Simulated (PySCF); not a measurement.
TeCl₂, SMILES Cl[Te]Cl.

Geometry optimised at B3LYP-D3(BJ)/def2-TZVP. The isomer is the one that the SMILES or the coordinates give; other isomers of the formula were not compared. The def2 effective core potentials stand for the cores of Te; spin–orbit coupling is left out.

Two levels are set side by side: TDA-PBE/def2-SVPD (PySCF) and TDA-LC-ωPBE/def2-SVPD (PySCF). Vertical, same geometry. The lowest singlet is HOMO→LUMO 99 % with PBE and HOMO→LUMO+1 97 % with the other functional; states are paired by order. Differences are taken from unrounded values.

```csv
quantity,TDA-LC-ωPBE,TDA-PBE,TDA-PBE minus TDA-LC-ωPBE
lowest singlet excitation (eV),2.51,2.21,-0.30
lowest triplet excitation (TDA) (eV),1.74,1.50,-0.24
first bright state (f over 0.05) (eV),6.64,5.43,-1.21
its oscillator strength,0.11,0.08,-0.03
```

A lower first singlet is the usual sign of a functional without exact exchange. Differences between two approximate levels are no errors against the true value.

Rough cost on one machine, each run with all the roots and properties that it gave: TDA-LC-ωPBE against TDA-PBE about 3 times.
